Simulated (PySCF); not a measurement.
**C₆ coefficients of unlike pairs at LC-wPBE**

Calculated with PySCF 2.14 from the dipole response of each species, C₆(A,B) = (3/π) ∫ α_A(iu) α_B(iu) du, in atomic units, from isotropic polarisabilities. For ions this is the dispersion term alone; charge-induced terms of lower order in 1/R come first.

| species | configuration | basis | relativity | α (bohr³) | C₆ (like pair) |
| --- | --- | --- | --- | --- | --- |
| Pt²⁺ | [Xe] 4f14 5d8 (3F) | aug-cc-pVTZ-PP with ECP60MDF (6s6p5d3f2g) | core potential | 9.447 | 61.43 |
| Bi³⁺ | [Xe] 4f14 5d10 6s2 (1S) | aug-cc-pVQZ-PP with one added diffuse shell each of s, p, d, f, g type with ECP60MDF (8s8p6d4f3g) | core potential | 10.09 | 59.57 |
| Pt³⁺ | [Xe] 4f14 5d7 (4F) | aug-cc-pVTZ-PP with ECP60MDF (6s6p5d3f2g) | core potential | 6.383 | 36.13 |

Q: Estimate C₆ for Pt³⁺ with Pt²⁺.

A: The integral gives 46.90. The combination rule 2 C_A C_B / (C_A α_B/α_A + C_B α_A/α_B) gives 46.74 and the geometric mean 47.11.

No spin-orbit coupling is included.

The other pairs:

```tsv
pair	C₆
Bi³⁺, Pt²⁺	60.36
Pt³⁺, Bi³⁺	45.84
```
